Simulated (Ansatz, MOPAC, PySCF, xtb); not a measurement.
Donor–acceptor adduct: AlH3 (SMILES [AlH3]) (first 4 atoms) with AsH3 (SMILES [AsH3]); geometry from B3LYP-D3(BJ)/def2-TZVP, rigid monomers moved along the line of their centres of mass till Al1···As5 is 3.74 Å.
(charge 0, multiplicity 1):
```xyz
8

Al     0.2822     0.6255     0.5610
H     -0.5405    -0.2926    -0.4415
H     -0.2475     2.0913     0.8698
H      1.8116     0.2894     0.8303
As    -1.0254    -0.9357     3.6938
H     -0.5603    -0.4357     5.0416
H     -0.8063    -2.4072     3.9578
H     -2.5067    -0.9141     3.9908
```

Interaction energies are E(AB) − E(A) − E(B) at the monomers' geometry in the complex; basis-set methods are counterpoise corrected. Rows marked so take none.

Rows in 3-21G carry no dispersion term and start afresh at each structure; the Pople sets are all-electron and without relativity. The state that AM1 reach isn't checked.

Run with Ansatz (Gaussian orbitals); MOPAC for AM1 (differences of heats of formation); PySCF for 3-21G rows; xtb for the GFN methods. Values without a source in brackets are computed.

Task: One of these levels gives -92.4 meV for the interaction energy. Which one is it?
(A) AM1
(B) GFN2-xTB
(C) HF/3-21G (no counterpoise)
(D) HF/def2-SVPD

Result: A, AM1. The others give -187.4 (GFN2-xTB), -289.2 (HF/3-21G (no counterpoise)), -212.2 (HF/def2-SVPD)

Ansatz is a program for electronic structure.
